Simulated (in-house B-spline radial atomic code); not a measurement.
The numbers below are computed, except where a source is named.
**Two electrons in InAs: a parabolic dot with ħω = 3.93 meV in all three directions with an ionised donor at its centre**

For InAs the NSM archive of the Ioffe Institute lists m* = 0.023 m0 and ε = 15.15. Real donors also feel a central-cell potential, which shifts the ground state. In so narrow a gap the band flattens within tens of meV, so real spacings are smaller, by up to some tenths.

Effective-mass model with parabolic bands, a uniform dielectric constant, no image charges, no central-cell or spin-orbit terms. Two-electron levels come from full CI in B-splines with partial waves to l = 5 (up to 0.001 effective hartree above the limit).

(1) What are the effective units, and what is the potential in them?

In these units the lowest s and p orbitals lie at 0.6206 and 2.6591, and their Coulomb and exchange integrals are J_ss = 1.1811, J_sp = 0.8870 and K_sp = 0.1553. Full CI gives 2.3374 for the ground singlet, 3.9911 for the sp triplet, 4.2509 for the sp singlet and 5.1554 for the lowest triplet of two s orbitals.

(2) What does it cost to add the second electron, to first order and exactly?

(3) How far above the singlet do the triplets lie?

Answers

(1) Ha* = 27211.386 meV × 0.023/15.15² = 2.727 meV and a* = 0.0529177 nm × 15.15/0.023 = 34.86 nm. The frequency is ω = 1.44 Ha*, with −1/r added.

(2) To first order E = 2ε_s + J_ss = 2.4222, so the charging energy E(2) − 2E(1) is J_ss = 3.22 meV. CI gives 2.3374 − 2 × (0.6206) = 1.0962, or 2.989 meV: relaxation and correlation lower it by 0.2313 meV, 7.2 % of J_ss. The s² configuration of one-electron orbitals holds 98.1 % of the state, and the mean radius is 28.8 nm.

(3) To first order the sp triplet lies at ε_s + ε_p + J_sp − K_sp = 4.0114, which is 4.333 meV above 2ε_s + J_ss. CI gives 3.9911 − (2.3374) = 1.6537, or 4.509 meV, 81 % of the orbital spacing of 5.559 meV. The ss triplet lies 7.684 meV up, so the lower of the two is the sp one, and its gap equals k_BT at 52.3 K. The sp singlet-triplet splitting is 0.7083 meV, against 2K_sp = 0.8468 meV.
